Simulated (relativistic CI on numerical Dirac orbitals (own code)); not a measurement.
## Pt2+: computed level list

These numbers are calculated, not measured: Dirac-Coulomb-Breit CI, separate exchange-only KLI orbitals for each configuration, model QED, valence Slater integrals scaled by 0.85, configuration energies shifted to the measured levels that pair with them (semi-empirical) (own radial code, finite nucleus).

Configuration list (outside the closed core [Xe] 4f14): 5d⁸, 5d⁷6s, 5d⁶6s², 5d⁷6p, 5d⁷5f, 5d⁶6s6p, 5d⁷7s, 5d⁷6d, 5d⁷7p, 5d⁶5f², 5d⁷7d, 5d⁷6f, 5d⁷5g, 5d⁶6s7s, 5d⁷7f, 5d⁷6g, 5d⁶6p², 5d⁶5f6s. Levels of other configurations are missing.

The lowest level is 5d⁸ ³F4, with 95 % of that term; Hund's rules for 5d⁸ give ³F with J = 4, in agreement.

| No. | Configuration | Term | J | E (cm⁻¹) | % | Next component (%) | Lifetime (s) |
| --- | --- | --- | --- | --- | --- | --- | --- |
| 1 | 5d⁸ | ³F | 4 | 0.0 | 95 | 4 ¹G |  |
| 2 | 5d⁸ | ¹D | 2 | 5729.4 | 43 | 31 ³P | 1.79e+03 |
| 3 | 5d⁸ | ³F | 3 | 8911.1 | 98 | 1 5d⁷6s ³F | 5.60e-02 |
| 4 | 5d⁸ | ³F | 2 | 13756.2 | 48 | 43 ³P | 9.92e-02 |
| 5 | 5d⁸ | ³P | 0 | 15505.2 | 81 | 12 ¹S | 2.59e+01 |
| 6 | 5d⁸ | ³P | 1 | 16939.1 | 89 | 9 5d⁷6s ³P | 9.01e-02 |
| 7 | 5d⁸ | ¹G | 4 | 21163.8 | 88 | 5 5d⁷6s ¹G | 8.05e-02 |
| 8 | 5d⁷6s | ⁵F | 5 | 21836.7 | 88 | 11 ³G | 5.62e+00 |
| 9 | 5d⁸ | ¹D | 2 | 23274.5 | 49 | 30 ³F | 2.26e-02 |
| 10 | 5d⁷6s | ⁵F | 4 | 27693.5 | 80 | 9 ³F | 1.12e-01 |
| 11 | 5d⁷6s | ⁵F | 3 | 31850.6 | 83 | 10 ³D | 1.94e-01 |
| 12 | 5d⁷6s | ⁵F | 2 | 33681.2 | 74 | 18 ³D | 1.92e-01 |
| 13 | 5d⁷6s | ⁵F | 1 | 34699.0 | 69 | 23 ³D | 2.26e-01 |
| 14 | 5d⁷6s | ³F | 4 | 36824.5 | 60 | 16 ⁵F | 1.70e-02 |
| 15 | 5d⁷6s | ⁵P | 2 | 37294.2 | 55 | 26 ³P | 7.98e-02 |
| 16 | 5d⁷6s | ⁵P | 3 | 37692.4 | 76 | 10 ³D | 6.58e-02 |
| 17 | 5d⁷6s | ⁵P | 1 | 41690.3 | 60 | 23 ³P | 5.54e-02 |
| 18 | 5d⁷6s | ³G | 5 | 42165.3 | 65 | 21 ³H | 1.64e-02 |
| 19 | 5d⁷6s | ³F | 3 | 43244.8 | 58 | 14 ³D | 1.33e-02 |
| 20 | 5d⁷6s | ³G | 4 | 45192.0 | 43 | 27 ³H | 1.86e-02 |
| 21 | 5d⁸ | ¹S | 0 | 45449.2 | 73 | 21 5d⁷6s ³P | 5.93e-03 |
| 22 | 5d⁷6s | ³F | 2 | 45538.9 | 39 | 23 ⁵P | 1.28e-02 |
| 23 | 5d⁷6s | ¹P | 1 | 47145.5 | 34 | 24 ³P | 1.06e-02 |
| 24 | 5d⁷6s | ³P | 2 | 47235.9 | 49 | 15 ³F | 7.75e-03 |
| 25 | 5d⁷6s | ³H | 6 | 47828.6 | 99 |  |  |
| 26 | 5d⁷6s | ³G | 3 | 49419.9 | 76 | 8 ³F |  |
| 27 | 5d⁷6s | ³H | 5 | 51153.9 | 63 | 26 ¹H |  |
| 28 | 5d⁷6s | ¹G | 4 | 51871.1 | 32 | 29 ³G |  |
| 29 | 5d⁷6s | ³P | 0 | 52834.1 | 76 | 12 5d⁸ ¹S |  |
| 30 | 5d⁷6s | ³D | 3 | 53545.6 | 58 | 28 ³F |  |

Energies count from the lowest computed level; lifetimes are radiative, by E1, M1, E2 decay to levels of this space only; some are left blank where a channel outside the calculation adds to the decay or the decay crosses a small, uncertain gap.

The mean weight of the leading LS term, summed over parents, in these 30 levels is 67 %, and that of the leading jj configuration (from the same eigenvectors) 70 %.

Configurations whose levels could be paired with our table of measured levels were shifted onto them, all but the ground configuration, by the median error of their levels; single terms can still be off by 1,000 to 2,000 cm⁻¹ or more, and rates follow the energies as ν³ (E1, M1) or ν⁵ (E2). The others borrow a shift and can be off by several thousand cm⁻¹ or more. The fine structure of a lone outer electron comes out too small, for d and f at times inverted, and misplaced configurations move strength between like terms. 5 of the 7 excited levels that our extract of the measured tables holds in this range could be paired (the sources list more); they are missed by 346 cm⁻¹ on average and 841 at most, after the shifts were fitted to these levels, and levels without a partner can miss by more. Some levels of the ground configuration have no partner and can miss by 10 % or more.

LS names give the leading component of a level, which can be under half, so a name can repeat, a term be missing and a line seem to break the LS rules.
